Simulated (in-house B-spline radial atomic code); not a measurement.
Checks on a self-consistent run for Pr⁴⁺, [Ar] 3d10 4s2 (4p1/2)2 (4p3/2)3 4d10 4f2 5s2 5p6. Computed with a radial B-spline atomic code at the basis-set limit: Dirac-Hartree-Fock, average of the jj configuration, Fermi nucleus of rms radius 4.8919 fm.

```json
{"orbital": "1s1/2", "q": "2", "ε (Eh)": "-1554.19680", "<1/r>": "64.6859", "<r²>": "0.000789343", "small-component weight": "0.047801"}
{"orbital": "2s1/2", "q": "2", "ε (Eh)": "-255.91029", "<1/r>": "15.3019", "<r²>": "0.01245", "small-component weight": "0.010439"}
{"orbital": "2p1/2", "q": "2", "ε (Eh)": "-241.36308", "<1/r>": "15.2426", "<r²>": "0.00915107", "small-component weight": "0.010435"}
{"orbital": "2p3/2", "q": "4", "ε (Eh)": "-223.56600", "<1/r>": "13.7631", "<r²>": "0.010402", "small-component weight": "0.0097898"}
{"orbital": "3s1/2", "q": "2", "ε (Eh)": "-58.63992", "<1/r>": "5.55267", "<r²>": "0.0839047", "small-component weight": "0.0032402"}
{"orbital": "3p1/2", "q": "2", "ε (Eh)": "-52.43360", "<1/r>": "5.45558", "<r²>": "0.0791086", "small-component weight": "0.0031702"}
{"orbital": "3p3/2", "q": "4", "ε (Eh)": "-48.80336", "<1/r>": "5.08314", "<r²>": "0.0866089", "small-component weight": "0.0029904"}
{"orbital": "3d3/2", "q": "4", "ε (Eh)": "-38.12184", "<1/r>": "4.94302", "<r²>": "0.070415", "small-component weight": "0.0028593"}
{"orbital": "3d5/2", "q": "6", "ε (Eh)": "-37.34830", "<1/r>": "4.84999", "<r²>": "0.0724633", "small-component weight": "0.002808"}
{"orbital": "4s1/2", "q": "2", "ε (Eh)": "-13.91137", "<1/r>": "2.29496", "<r²>": "0.430049", "small-component weight": "0.00099176"}
{"orbital": "4p1/2", "q": "2", "ε (Eh)": "-11.57376", "<1/r>": "2.19146", "<r²>": "0.457717", "small-component weight": "0.00092537"}
{"orbital": "4p3/2", "q": "3", "ε (Eh)": "-10.79659", "<1/r>": "2.06893", "<r²>": "0.503833", "small-component weight": "0.00086808"}
{"orbital": "4d3/2", "q": "4", "ε (Eh)": "-6.73056", "<1/r>": "1.86153", "<r²>": "0.580591", "small-component weight": "0.00072641"}
{"orbital": "4d5/2", "q": "6", "ε (Eh)": "-6.53345", "<1/r>": "1.8296", "<r²>": "0.597534", "small-component weight": "0.00070934"}
{"orbital": "4f5/2", "q": "0.85714", "ε (Eh)": "-2.26587", "<1/r>": "1.40747", "<r²>": "0.964255", "small-component weight": "0.00044123"}
{"orbital": "4f7/2", "q": "1.1429", "ε (Eh)": "-2.23516", "<1/r>": "1.39544", "<r²>": "0.982993", "small-component weight": "0.0004352"}
{"orbital": "5s1/2", "q": "2", "ε (Eh)": "-3.39516", "<1/r>": "0.917135", "<r²>": "2.3124", "small-component weight": "0.0002269"}
{"orbital": "5p1/2", "q": "2", "ε (Eh)": "-2.59615", "<1/r>": "0.83524", "<r²>": "2.75581", "small-component weight": "0.00019423"}
{"orbital": "5p3/2", "q": "4", "ε (Eh)": "-2.45297", "<1/r>": "0.808295", "<r²>": "2.97871", "small-component weight": "0.0001912"}
```

Electron-electron repulsion V_ee = 3260.3491 hartree.

(1) What total energy follows from the eigenvalues?

(2) Does the Dirac virial theorem hold?

(3) What diamagnetic shielding (Lamb formula) and susceptibility (Langevin formula) do the radii give?

Results:

(1) The eigenvalues count the repulsion twice, so E = Σqε - V_ee = -5966.916 - 3260.349 = -9227.265 hartree; the run printed -9227.265.

(2) For a point nucleus E = -2c²Σq·w, with w the small-component weight. Here Σq·w = 0.24566 and c = 137.0360, so the ratio E/(-2c²Σq·w) is 1.000091; the finite nucleus accounts for the departure from 1.

(3) σ = (α²/3)Σq<1/r> = 379.877/(3·137.036²) = 6743 ppm, and χ = -0.79199×10⁻⁶·Σq<r²> = -27.46×10⁻⁶ cm³/mol with Σq<r²> = 34.671 bohr². Both are non-relativistic formulas without the paramagnetism of open shells; for so heavy an element the full relativistic shielding is larger by tens of per cent.
